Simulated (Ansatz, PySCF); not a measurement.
Species: CH₆BO₂Si (charge 0, doublet). SMILES: OB(O)[SiH2][CH2]
Geometry from a B3LYP-D3(BJ)/def2-TZVP (Ansatz, a program for electronic structure) optimisation:
```
Si
H 1 1.4857
H 1 1.4857 2 108.53
C 1 1.8482 2 109.42 3 -119.34
H 4 1.0848 1 122.85 2 149.65
H 4 1.0848 5 114.29 1 -179.53
B 1 2.0441 2 109.71 3 119.86
O 7 1.3599 1 119.01 2 -59.57
H 8 0.9671 7 112.99 1 180.00
O 7 1.3693 8 118.32 9 0.00
H 10 0.9625 7 113.47 8 180.00
```
Charge 0, spin multiplicity 2.

Wanted: size of the dipole moment, in D. Terms: non-relativistic; no dispersion term unless named; LANL2DZ with its own core potentials from Na on; no spin-orbit coupling; open shells spin-unrestricted; six Cartesian d functions in 6-31G* and its kin unless marked 5d. Ab initio and DFT rows: single points at B3LYP-D3(BJ) geometries (Ansatz).

```json
[
 {"level": "SVWN5/6-31G*", "program": "Ansatz", "size of the dipole moment (D)": "2.02"},
 {"level": "PBE/3-21G", "program": "Ansatz", "size of the dipole moment (D)": "2.14"},
 {"level": "PBE/LANL2DZ", "program": "Ansatz", "size of the dipole moment (D)": "1.88"},
 {"level": "B3LYP/6-31G*", "program": "Ansatz", "size of the dipole moment (D)": "2.00"},
 {"level": "B3LYP/6-31+G*", "program": "Ansatz", "size of the dipole moment (D)": "1.88"},
 {"level": "B3LYP/6-31G**", "program": "Ansatz", "size of the dipole moment (D)": "1.97"},
 {"level": "B3LYP/def2-SVP", "program": "Ansatz", "size of the dipole moment (D)": "1.87"},
 {"level": "B3LYP/cc-pVDZ", "program": "Ansatz", "size of the dipole moment (D)": "1.85"},
 {"level": "M06-2X/6-31G* (5d)", "program": "PySCF", "size of the dipole moment (D)": "2.00"}
]
```

No value to compare with is used here. The 9 habitual levels span 1.85 (B3LYP/cc-pVDZ) to 2.14 D (PBE/3-21G).

The levels are drawn from those run, B3LYP/6-31G* more often than the rest, none by its result; left out are runs that failed, that the program found above a lower state of the same kind, or whose <S^2> lies over 0.5 above the pure value.
